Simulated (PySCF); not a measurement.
C₂H₂N₂Se, SMILES c1c[se]nn1, point group Cs.

Force field and properties: PBE0/pcSseg-1 (PySCF, grid level 2). Vibrational terms come from second-order perturbation theory with semi-diagonal cubic constants, by steps of ±0.6 along the normal coordinates of each isotopologue. The parent has the commonest isotopes.

Equilibrium geometry (Å):

```json
{"atom": "C1", "x": "-0.2753", "y": "-0.7172", "z": "-0.2699"}
{"atom": "C2", "x": "-0.6515", "y": "0.5922", "z": "-0.2261"}
{"atom": "Se3", "x": "0.7257", "y": "1.6665", "z": "-0.7469"}
{"atom": "N4", "x": "1.7248", "y": "0.0301", "z": "-0.9764"}
{"atom": "N5", "x": "1.0099", "y": "-0.9436", "z": "-0.6804"}
{"atom": "H6", "x": "-0.8946", "y": "-1.5697", "z": "-0.0131"}
{"atom": "H7", "x": "-1.6257", "y": "0.9614", "z": "0.0729"}
```

Species: ¹³C at 2. Output of the displacement run:

```
mode    cm-1    km/mol   phi_rrr   E(+)/cm-1  E(-)/cm-1
  1    319.83    34.63    -172.6      51.96      64.18
  2    437.50     6.21       0.2      78.83      78.88
  3    596.31     3.31     -47.7     105.52     109.22
  4    637.22     6.92       0.3     114.90     114.73
  5    763.64    60.59       0.6     140.80     141.09
  6    785.86    38.60     110.1     145.67     137.44
  7    868.51    27.58       8.6     156.63     156.11
  8    907.66     0.52      -0.2     165.49     165.57
  9   1042.56    22.86     -85.7     185.77     191.52
 10   1140.78     9.10     146.2     210.86     200.55
 11   1310.31     8.94      69.9     238.87     233.41
 12   1431.47    51.92     273.7     267.86     248.24
 13   1534.35   116.77     345.6     289.28     264.33
 14   3248.39     2.76    -565.4     567.39     607.94
 15   3265.86     3.10   -1401.1     540.37     641.09
```

For the shielding of C2 (σe = 32.09 ppm):

```csv
mode,ω (cm⁻¹),Σr φrrs (cm⁻¹),∂σ/∂q,∂²σ/∂q²
1,320,-183,-3.768,-0.882
2,438,1,0.001,-1.317
3,596,-68,-4.452,-0.871
4,637,0,-0.002,0.218
5,764,3,0.013,-1.925
6,786,332,4.948,-0.384
7,869,-74,1.200,-0.085
8,908,-1,-0.001,-1.718
9,1043,-489,-1.920,-0.145
10,1141,263,-1.677,-0.148
11,1310,316,-3.986,-0.303
12,1431,394,10.470,0.194
13,1534,60,-4.630,-0.588
14,3248,-165,2.812,-0.563
15,3266,-307,-0.356,-1.123
```

Work out the zero-point average of this shielding.

With ⟨qs⟩ = −Σr φrrs/(4ωs) and ⟨qs²⟩ = 1/2: the mean displacements are 0.143, 0.000, 0.029, 0.000, -0.001, -0.106, 0.021, 0.000, 0.117, -0.058, -0.060, -0.069, -0.010, 0.013, 0.024. The anharmonic term Σ (∂σ/∂q)⟨q⟩ is -1.70 ppm, the harmonic term ¼ Σ ∂²σ/∂q² is -2.41 ppm, so ⟨σ⟩ = 27.98 ppm.

Spin–orbit effects of the heavy atoms on shieldings are missing.
